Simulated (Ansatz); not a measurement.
Isolated molecules relaxed with PBE0-D4/def2-TZVP in Ansatz; ΔE leaves out vibrations. CCSD(T)/CBS adds triple-zeta CCSD(T) − MP2 to the extrapolated MP2 energy (def2 sets, frozen cores). This one scheme is used for every species. Functionals use def2-TZVPP. HSE06 is defined as in plane-wave codes. For Ga, Se outer-core shells are correlated without core-valence functions, which leaves a few kJ/mol of doubt a bond. Scalar relativity is left out up to krypton. One conformer a species, not always the lowest.

Consider the cleavage of the Ga–B bond: `[BH2][GaH][O]C` + H₂Se → `C[O][GaH][SeH]` + BH₃.

| level | ΔE (kJ/mol) |
| --- | --- |
| HSE06-D4 | -114.6 |
| ωB97X-V | -114.2 |
| r2SCAN | -116.5 |
| CCSD/def2-SVP | -115.7 |
| CCSD/def2-TZVPP | -116.8 |
| MP2/def2-QZVPP | -127.0 |
| MP2/CBS(def2) | -127.1 |
| CCSD/CBS(def2) | -116.5 |

**Question.** What does CCSD(T)/CBS give? (An estimate is asked.)

**Answer.** The calculation gave: -117.0 kJ/mol. The listed levels differ from it by 2.4, 2.8, 0.5, 1.3, 0.2, -10.0, -10.1, 0.5 kJ/mol.

**Question.** What do rigid-rotor, harmonic-oscillator terms from PBE0-D4/def2-TZVP frequencies (298.15 K, 1 bar) make of the CCSD(T)/CBS value? (Estimate.)

**Answer.** The calculation gave: ΔZPE = +3.5 kJ/mol, ΔH = -113.2 kJ/mol, ΔS = -13 J/(mol·K), ΔG = -109.3 kJ/mol.

Largest T1 diagnostic among the species: 0.015.

The D4 term adds −3.1 kJ/mol with B3LYP and −1.7 kJ/mol with PBE0; it sums over pairs of atoms, weighted by their polarisabilities, and B3LYP, whose exchange is more repulsive, gets the larger term. From r2SCAN to r2SCAN0 (25 % exact exchange), in def2-TZVPP and without D4, ΔE moves by −3.5 kJ/mol.

CCSD(T)/CBS has its own doubt, a few kJ/mol and more with outer-core shells, so smaller differences from it don't rank the levels.

B3LYP here is the variant with VWN-RPA as its local correlation; programs differ in this.
